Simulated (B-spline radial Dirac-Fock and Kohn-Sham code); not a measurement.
## Two-hole binding energies of Hf⁺

System: Hf⁺, [Xe] 4f14 5d1 6s2, inside a Watson sphere of charge -1 and radius 1.6 Å (a model of the Madelung potential; inside it an electron's potential energy is raised by 9.0 eV).

Method: multi-electron Dirac-Fock with separately optimised hole states, Breit and Lamb-shift corrections added in first order. Computed with a radial finite-basis atomic code. U is the two-hole binding energy less the two single-hole energies, the effective repulsion of the holes after relaxation. Each two-hole energy is an average over J within one jj subconfiguration.

```csv
holes,E(a) (eV),E(b) (eV),E(ab) (eV),U (eV)
1s⁻²,65349.8,65349.8,?,?
1s⁻¹ 2p1/2⁻¹,65349.8,10748.4,76485.9,387.7
1s⁻¹ 3d5/2⁻¹,65349.8,1671.5,67109.2,88.0
2s⁻¹ 3p1/2⁻¹,11287.8,2378.1,13750.1,84.1
2s⁻¹ 3p3/2⁻¹,11287.8,2122.2,13487.5,77.5
2s⁻¹ 3d3/2⁻¹,11287.8,1726.1,13102.4,88.5
2s⁻¹ 3d5/2⁻¹,11287.8,1671.5,13044.8,85.5
2p1/2⁻¹ 3d3/2⁻¹,10748.4,1726.1,12561.6,87.1
2p3/2⁻¹ 3p1/2⁻¹,9570.0,2378.1,12034.7,86.6
2p3/2⁻¹ 3d5/2⁻¹,9570.0,1671.5,11326.1,84.6
3p1/2⁻¹ 3p3/2⁻¹,2378.1,2122.2,4554.2,53.9
3d3/2⁻²,1726.1,1726.1,3517.0,64.8
3d3/2⁻¹ 3d5/2⁻¹,1726.1,1671.5,3462.8,65.2
3d5/2⁻²,1671.5,1671.5,3406.4,63.5
```

Q: Give the missing two-hole energy and U.

A: E(ab) = 132029.2 eV and U = 1329.7 eV.
